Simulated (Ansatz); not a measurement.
Saddle point of AlAsH5F, closed shell (AlH₂F ([F][AlH2]) + AsH₃ → AlAsH₄ ([AlH2][AsH2]) + HF (still joined by a long Al–F bond); bonds formed: Al1–As6, F2–H5; bonds broken: H5–As6; bonds weakened to dative contacts: Al1–F2), PBE0-D4/def2-TZVP structure:

```xyz
8
angstrom
Al 0.1592 0.0192 -0.9603
F -1.5379 -0.8033 -0.7709
H 1.1847 -1.0721 -1.4578
H -0.0505 1.4408 -1.6122
H -1.2490 -0.5980 0.2623
As -0.1023 0.0524 1.6746
H 0.3045 1.4831 1.3708
H 1.2912 -0.5223 1.4936
```

Energies are electronic, without zero-point energy. Barriers and step energies count from the start structure reached by relaxing down the imaginary mode; all methods use the PBE0-D4 structures, on which another method's saddle can fall below an end. Computed with Ansatz 0.2.0 (basis: def2-TZVPP, with def2-QZVPP for the basis limit); correlated methods freeze the cores. Filled d shells of the heavier atoms are correlated. The def2 sets are not built for correlating such inner shells, so the correlated values are less sure here. B3LYP uses VWN-RPA correlation. Extrapolation: Hartree–Fock as exp(−7.88 √X), correlation as X^−2.97.

| method | barrier (kcal/mol) | step energy (kcal/mol) |
| --- | --- | --- |
| SPW92 | ? | 18.77 |
| PBE-D4 | 23.14 | 21.79 |
| BLYP-D4 | 28.91 | 26.48 |
| r2SCAN-D4 | ? | 23.36 |
| B97M-V | 31.95 | 26.23 |
| PBE0-D4 | ? | 21.41 |
| B3LYP-D4 | 30.23 | 25.77 |
| r2SCAN0-D4 | 27.14 | 22.74 |
| BHLYP-D4 | 33.43 | 25.75 |
| CAM-B3LYP-D4 | 30.79 | 25.78 |
| wB97X-V | 29.84 | 24.20 |
| wB97M-V | 29.41 | 24.36 |
| B2PLYP | 30.57 | 25.38 |
| PBE-QIDH | 27.68 | 21.99 |
| RPA on PBE | 30.73 | 25.21 |
| HF | 42.31 | 27.94 |
| MP2 | 28.64 | 23.59 |
| CCSD | 32.63 | 24.77 |
| CCSD(T) | 30.47 | 24.05 |

Question: Fill in the withheld barriers. (Judge from chemistry; the value comes from the calculation.)

Answer: By the calculation: SPW92 17.55; PBE0-D4 25.44; r2SCAN-D4 25.69 kcal/mol. Each is the energy of the saddle less that of the start structure, by the same method.

For comparison, the barrier by CCSD(T) at an estimated basis limit (MP2 extrapolated from triple and quadruple zeta, plus CCSD(T) − MP2 in triple zeta) is 30.08 kcal/mol.

No T1 diagnostic of these runs exceeds 0.012. The start structure is not quite a true minimum (one mode of 74i cm⁻¹).

Labels in which every atom is bracketed show which atoms are joined, not bond orders.

For scale, one of the runs: CCSD(T)/def2-TZVPP, 191 basis functions (an equivalent command: `ansatz run in.yaml --threads 4`). The run took 46 s on 4 CPU threads (shared host), with 2 GiB of host memory at its peak.
